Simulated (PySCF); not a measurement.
## Working with the constants of I2

PBE0 constants of I2, ¹Σg⁺ (singlet), closed shell (I cc-pVTZ-PP with ECP28; scalar-relativistic core potentials (PySCF 2.14); masses 126.9045 and 126.9045 u):

```
ωe              : 227.8 cm⁻¹
ωexe            : 0.452 cm⁻¹
Be              : 0.037455 cm⁻¹
αe              : 9.48e-05 cm⁻¹
D (centrifugal) : 4.05e-09 cm⁻¹
De to I + I     : 2.01 eV
```

Problem. Estimate the standard entropy (1 bar) and heat capacity of the ideal gas at 1500 K, rigid rotor with B0 and harmonic oscillator at the fundamental.

Solution. Translation (Sackur–Tetrode, M = 253.81 u): 211.5 J/(mol K). Rotation: q = kT/(σB0) = 13900 with σ = 2, 87.7. Vibration: x = hcν0/kT = 0.218, 21.01. S° = 320.2 J/(mol K); Cp = 7R/2 + 8.28 = 37.4 J/(mol K).

Spin–orbit coupling is left out, which matters for elements this heavy, above all for dissociation energies.
